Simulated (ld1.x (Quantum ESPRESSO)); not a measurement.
# What one change does to a pseudopotential (Re, TM)

Re, norm-conserving Troullier–Martins (Kleinman–Bylander form), made with ld1.x (Quantum ESPRESSO) 7.5 (LDA (PZ), scalar-relativistic). Core [Xe] 4f14, reference 5d5 6s2 6p0. Waves: 6p (bound, empty): rc 2.50 bohr; 5d (bound): rc 1.75 bohr; 6s (bound): rc 2.80 bohr. Local part: the s channel. Core correction: Bessel-smoothed model core, default radius (core density twice the valence density).

Change: wave 6s (bound): rc 2.80 bohr becomes 6s (bound): rc 3.32 bohr.

Cutoffs: the cutoffs (Ry, on a coarse ladder) from which the occupation-weighted sum of valence levels, in a spherical-Bessel basis at the reference potential, stays within 10 and 1 mRy of its value at 400 Ry; they do not see the model core or the augmentation charge, which bear on the density cutoff. Errors are all-electron minus pseudo energies relative to the spin-unpolarised reference configuration.

Question: Predict the effect on cutoff, ghosts and configuration errors.

Answer: The potential gets neither clearly harder nor softer (35 Ry and 40 Ry → 35 Ry and 40 Ry); of the 9 tests that both files solve, the error grows in 4 and shrinks in 4 by more than 15 % and 0.3 meV (median size 35.5 → 27.7 meV); neither file shows a bound ghost.

| quantity | base | changed |
| --- | --- | --- |
| cutoff, loose | 35 Ry | 35 Ry |
| cutoff, tight | 40 Ry | 40 Ry |
| bound ghosts | none | none |
| error for 5d5 6s1 6p0, meV [ΔE 9.52 eV] | -9.4 | -6.4 |
| error for 5d5 6s0 6p0, meV [ΔE 26.20 eV] | -45 | -52 |
| error for 5d4 6s0 6p0, meV [ΔE 53.64 eV] | -176 | -286 |
| error for 5d4 6s2 6p1, meV [ΔE 5.12 eV] | -70 | -42 |
| error for 5d6 6s1 6p0, meV [ΔE 0.97 eV] | -58 | -28 |
| error for 5d5 6s1 6p1, meV [ΔE 4.87 eV] | -3.4 | -5.7 |
| error for 5d5 6s1.5 6p0, meV [ΔE 3.90 eV] | -2.7 | -1.7 |
| error for 5d5 6s2 6p0 (spin-polarised), meV [ΔE -3.11 eV] | +5.0 | +12 |
| error for 5d5 6s1 6p0 (spin-polarised), meV [ΔE 5.05 eV] | +36 | +35 |
